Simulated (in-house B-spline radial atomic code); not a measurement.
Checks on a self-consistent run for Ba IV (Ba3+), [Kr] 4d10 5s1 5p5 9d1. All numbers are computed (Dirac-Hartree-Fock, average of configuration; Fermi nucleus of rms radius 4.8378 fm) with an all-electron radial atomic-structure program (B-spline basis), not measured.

```json
{"orbital": "1s1/2", "q": "2", "ε (Eh)": "-1385.29603", "<1/r>": "60.6979", "<r²>": "0.000888164", "small-component weight": "0.042802"}
{"orbital": "2s1/2", "q": "2", "ε (Eh)": "-224.02178", "<1/r>": "14.2726", "<r²>": "0.0141214", "small-component weight": "0.0092643"}
{"orbital": "2p1/2", "q": "2", "ε (Eh)": "-210.53655", "<1/r>": "14.2153", "<r²>": "0.0104333", "small-component weight": "0.0092556"}
{"orbital": "2p3/2", "q": "4", "ε (Eh)": "-196.45834", "<1/r>": "12.9821", "<r²>": "0.0116969", "small-component weight": "0.0087397"}
{"orbital": "3s1/2", "q": "2", "ε (Eh)": "-50.08509", "<1/r>": "5.14565", "<r²>": "0.096432", "small-component weight": "0.0028207"}
{"orbital": "3p1/2", "q": "2", "ε (Eh)": "-44.39466", "<1/r>": "5.04748", "<r²>": "0.0915224", "small-component weight": "0.0027519"}
{"orbital": "3p3/2", "q": "4", "ε (Eh)": "-41.60511", "<1/r>": "4.74495", "<r²>": "0.0990411", "small-component weight": "0.002615"}
{"orbital": "3d3/2", "q": "4", "ε (Eh)": "-31.73831", "<1/r>": "4.59261", "<r²>": "0.081962", "small-component weight": "0.0024792"}
{"orbital": "3d5/2", "q": "6", "ε (Eh)": "-31.15230", "<1/r>": "4.51502", "<r²>": "0.084117", "small-component weight": "0.0024381"}
{"orbital": "4s1/2", "q": "2", "ε (Eh)": "-11.66435", "<1/r>": "2.0863", "<r²>": "0.511853", "small-component weight": "0.00082257"}
{"orbital": "4p1/2", "q": "2", "ε (Eh)": "-9.51414", "<1/r>": "1.98242", "<r²>": "0.551704", "small-component weight": "0.00076117"}
{"orbital": "4p3/2", "q": "4", "ε (Eh)": "-8.92679", "<1/r>": "1.89068", "<r²>": "0.591884", "small-component weight": "0.00072227"}
{"orbital": "4d3/2", "q": "4", "ε (Eh)": "-5.32334", "<1/r>": "1.66624", "<r²>": "0.722782", "small-component weight": "0.00058306"}
{"orbital": "4d5/2", "q": "6", "ε (Eh)": "-5.22177", "<1/r>": "1.64196", "<r²>": "0.740153", "small-component weight": "0.00057128"}
{"orbital": "5s1/2", "q": "1", "ε (Eh)": "-2.88180", "<1/r>": "0.827217", "<r²>": "2.8111", "small-component weight": "0.00018368"}
{"orbital": "5p1/2", "q": "1.6667", "ε (Eh)": "-2.16460", "<1/r>": "0.74317", "<r²>": "3.43218", "small-component weight": "0.00015269"}
{"orbital": "5p3/2", "q": "3.3333", "ε (Eh)": "-2.07010", "<1/r>": "0.71334", "<r²>": "3.67041", "small-component weight": "0.00014344"}
{"orbital": "9d3/2", "q": "0.4", "ε (Eh)": "-0.16202", "<1/r>": "0.0784102", "<r²>": "357.001", "small-component weight": "6.1167e-06"}
{"orbital": "9d5/2", "q": "0.6", "ε (Eh)": "-0.16154", "<1/r>": "0.0781349", "<r²>": "359.205", "small-component weight": "6.0836e-06"}
```

Electron-electron repulsion V_ee = 2892.5584 hartree.

Question: What total energy follows from the eigenvalues?

Answer: The eigenvalues count the repulsion twice, so E = Σqε - V_ee = -5239.029 - 2892.558 = -8131.587 hartree; the run printed -8131.587.

Question: Does the Dirac virial theorem hold?

Answer: For a point nucleus E = -2c²Σq·w, with w the small-component weight. Here Σq·w = 0.21649 and c = 137.0360, so the ratio E/(-2c²Σq·w) is 1.000075; the finite nucleus accounts for the departure from 1.

Question: What diamagnetic shielding (Lamb formula) and susceptibility (Langevin formula) do the radii give?

Answer: σ = (α²/3)Σq<1/r> = 351.866/(3·137.036²) = 6245.8 ppm, and χ = -0.79199×10⁻⁶·Σq<r²> = -310.9×10⁻⁶ cm³/mol with Σq<r²> = 392.62 bohr². Both are non-relativistic formulas without the paramagnetism of open shells; for so heavy an element the full relativistic shielding is larger by tens of per cent.
